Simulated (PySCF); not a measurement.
C2H3O2, SMILES CC([O])=O, multiplicity 2. Atoms are numbered in the order given.

```xyz
7

C     -0.0765    -1.3505     0.0000
C      0.0113     0.2928     0.0000
O      1.2075     0.6236     0.0000
O     -1.1143     0.7933     0.0000
H     -0.6464    -1.6057     0.9108
H      0.9379    -1.7774     0.0000
H     -0.6464    -1.6057    -0.9108
```
Charge 0, spin multiplicity 2.

The structure is a stationary point at PBE-D3(BJ)/def2-SVP. The isomer is the one that the SMILES or the coordinates give; other isomers of the formula were not compared.

Computed with PBE/def2-TZVPD (PySCF).

Isolated molecule, no solvent.

```yaml
total_energy: -228.25619 hartree
point_group: Cs
"α spin, highest occupied and lowest empty level": -7.35 and -1.02 eV
"β spin, highest occupied and lowest empty level": -7.15 and -6.25 eV
dipole_moment: 2.71 D
quadrupole, principal values (traceless, Buckingham form, about the centre of nuclear charge): -5.24, 2.17, 3.07 D·Å
mean_static_polarisability: 38.0 bohr³ (5.63 Å³)
polarisability_principal_values: 26.3, 40.5, 47.0 bohr³
"⟨S²⟩": 0.753 (pure state 0.75)
```
